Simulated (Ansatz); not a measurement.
Consider the silylene loss: `O[SiH](O)[SiH3]` → `O[SiH2]O` + `[SiH2]`.

Gas-phase electronic energies from Ansatz, PBE0-D4/def2-TZVP geometries. CCSD(T)/CBS is the MP2 limit (def2-TZVPP, def2-QZVPP) plus CCSD(T) − MP2 in def2-TZVPP, frozen cores. This one scheme is used for every species. Functionals use def2-TZVPP. Each species was taken in one conformer, which may not be the lowest.

```
             level  ΔE (kcal/mol)
      CAM-B3LYP-D4           54.7
          PBE-QIDH           58.1
SCS-MP2/def2-TZVPP           52.3
CCSD(T)/def2-TZVPP           52.1
```

Task: What does CCSD(T)/CBS give? (An estimate is asked.)

Result: The calculation gave: +53.8 kcal/mol. The listed levels differ from it by 0.9, 4.3, -1.5, -1.7 kcal/mol.

Largest T1 diagnostic among the species: 0.014.

From BLYP to BHLYP (50 % exact exchange), in def2-TZVPP and without D4, ΔE moves by +3.8 kcal/mol. In def2-TZVPP, CCSD(T) changes the Hartree–Fock value by +4.8 kcal/mol (the triples alone add +1.3 kcal/mol) and MP2 by +7.9 kcal/mol. Leaving LDA and LC-ωPBE aside and taking each functional with its dispersion term where it has one, the values, not all of them listed here, spread over 7.8 kcal/mol, from BLYP-D4 to r2SCAN-D4. LDA lies +7.6 kcal/mol from PBE without D4.
